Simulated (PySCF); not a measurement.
## Spin states of NiP

Unrestricted PBE0; basis Ni def2-TZVPP, P def2-TZVPP; no relativity; PySCF 2.14. Outer shells of the fragments: Ni 3d8 4s2; P 3s2 3p3.

Followed along the bond (rough minima from three points):

```csv
2Ms+1,unpaired,⟨S²⟩ at the start,R at minimum (Å),Te (eV)
4,"π ↑↑, δ ↑",3.76,2.13,0.00
2,π ↑,1.59,2.14,0.18
4,"σ ↑, π ↑↑",3.77,2.15,0.20
2,"σ ↓, π ↑↑",1.79,2.19,0.27
2,"π ↑↓, δ ↑",1.77,2.13,0.33
4,"σ ↑, π ↑, δ ↑",3.76,2.10,1.51
```

Solutions found at the starting distance of 2.120 Å, counted from the lowest of them; the search is not exhaustive and high or unbound solutions are not listed, so other states can lie among these:

```csv
2Ms+1,unpaired,term,E (eV),⟨S²⟩,⟨Lz²⟩,μ (D)
4,"π ↑↑, δ ↑",⁴Δ,0.00,3.76,4.01,-3.24
2,π ↑,mixed,0.18,1.59,1.03,-3.12
4,"σ ↑, π ↑↑",⁴Σ⁻,0.20,3.77,0.00,-3.74
2,"σ ↓, π ↑↑",mixed,0.30,1.79,0.00,-3.58
2,"π ↑↓, δ ↑",mixed,0.33,1.77,6.02,-3.23
4,"σ ↑, π ↑, δ ↑",mixed,1.51,3.76,5.02,-4.52
4,"σ ↑, π ↑, δ ↑",mixed,1.54,3.76,5.02,-4.51
2,σ ↑,mixed,1.69,1.48,2.10,-4.19
6,"σ ↑↑, π ↑↑, δ ↑",⁶Δ,1.74,8.76,4.01,-0.20
4,"σ ↑, π ↑, δ ↑",mixed,2.04,4.37,4.22,0.35
2,σ ↑,mixed,2.09,2.22,0.00,0.92
2,"σ ↑, π ↑, δ ↓",mixed,2.10,2.42,3.52,0.36
2,"σ ↑, π ↑, δ ↓",mixed,2.40,2.31,5.01,0.76
4,"σ ↓, π ↑↑↑, δ ↑",mixed,2.78,4.75,2.59,-0.29
```

A term symbol is given only where ⟨S²⟩ and ⟨Lz²⟩ are close to those of a pure state; real π, δ and φ orbitals otherwise mix terms. A positive dipole means Ni(−)P(+).

With d or f electrons several states lie close, and the lowest PBE0 determinant need not be the measured ground state.
